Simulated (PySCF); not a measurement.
C2H6BF2N, SMILES CCNB(F)F.

Geometry: PBE0-D3(BJ)/def2-SVP. This is a generated structure with no PubChem entry under its InChIKey; it may be hypothetical. One conformer was computed; it need not be the lowest.

Level of theory: PBE0-D3(BJ)/def2-SVP in PySCF.

No scaling factor is applied to the harmonic values.

```csv
mode,ν (cm⁻¹),IR (km/mol),moving atoms (share of kinetic energy)
1,54,0.7,"C 35 %, H 29 %, F 22 %, N 14 %"
2,116,0.3,"F 39 %, N 25 %, C 20 %, H 16 %"
3,189,0.7,"H 48 %, F 32 %, C 12 %"
4,279,0.3,"H 70 %, C 14 %, F 13 %"
5,382,5.0,"F 32 %, C 29 %, H 19 %, N 16 %"
6,466,9.5,"F 34 %, H 23 %, C 22 %, N 15 %"
7,532,2.2,"F 52 %, N 21 %, H 11 %, B 10 %"
8,593,44.2,"H 77 %, B 13 %"
9,673,106.8,"B 69 %, N 14 %, F 8 %"
10,784,2.0,"H 67 %, F 17 %, C 12 %"
11,843,7.2,"H 40 %, F 29 %, N 23 %"
12,951,13.1,"H 43 %, C 31 %, N 12 %, F 12 %"
13,1095,7.6,"C 49 %, H 47 %"
14,1125,6.9,"H 61 %, C 35 %"
15,1188,9.2,"C 34 %, N 31 %, H 27 %"
16,1283,10.4,"H 74 %, C 14 %"
17,1339,121.2,"H 73 %, B 16 %"
18,1379,14.0,"H 72 %, C 18 %"
19,1410,19.9,"H 61 %, C 29 %"
20,1451,192.6,"B 46 %, H 38 %, F 11 %"
21,1462,16.7,H 97 %
22,1468,42.4,H 87 %
23,1490,32.4,"H 79 %, B 11 %, C 8 %"
24,1607,544.6,"B 42 %, N 38 %, H 15 %"
25,3050,42.1,H 94 %
26,3053,14.6,H 97 %
27,3130,0.4,"H 91 %, C 9 %"
28,3151,24.3,"H 91 %, C 9 %"
29,3161,19.0,"H 90 %, C 10 %"
30,3656,31.6,H 93 %
```
